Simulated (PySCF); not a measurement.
Input of a run (PBE0-D3(BJ)/def2-SVP geometry optimisation, gas phase (PySCF 2.14.0)), started from GFN2-xTB:
```
{"job": {"xc": "PBE0", "basis": "def2-SVP", "d3": "d3bj", "grid": 1, "kind": "geom"}, "charge": 0, "multiplicity": 1}
As     0.011180    -0.011350     0.644990
H     -0.721350    -0.966090    -0.243870
H     -0.477260     1.120820    -0.203680
H      1.207900    -0.133830    -0.243150
```

Output (energies in Eh, forces in Eh/bohr):
```
step   0  E = -2237.10714493  max force = 0.011871
step   1  E = -2237.10859215  max force = 0.004127
step   2  E = -2237.10864410  max force = 0.000606
step   3  E = -2237.10864504  max force = 0.000013
optimisation converged
```

**Question.** Summarise the run.

**Answer.** The energy falls by 0.041 eV over 4 energy and gradient evaluations, the largest force component goes from 0.0119 to 1.3e-05 Eh/bohr, and the atoms move by 0.048 Å rms after alignment. Among the bonds, As1–H2 and As1–H4 change most and about equally (+0.029 to +0.030 Å). Bonds longer at the end by more than 0.005 Å: 3 of 3; shorter: 0. Among the angles that change most is H2–As1–H3, from 89.2° to 92.0°. The energy never rose by more than 1e-6 Eh on the way. The first step brought 96 % of the lowering.

**Question.** What are the final bond lengths?

**Answer.** As1–H2 1.525 Å, As1–H3 1.525 Å, As1–H4 1.525 Å. Numbering counts from 1 in the input's order; the species is `[AsH3]`.

The run used 47 basis functions and 20 SCF cycles in all. Rough CPU time on one thread of a shared machine: about 2 s.

No frequency check.
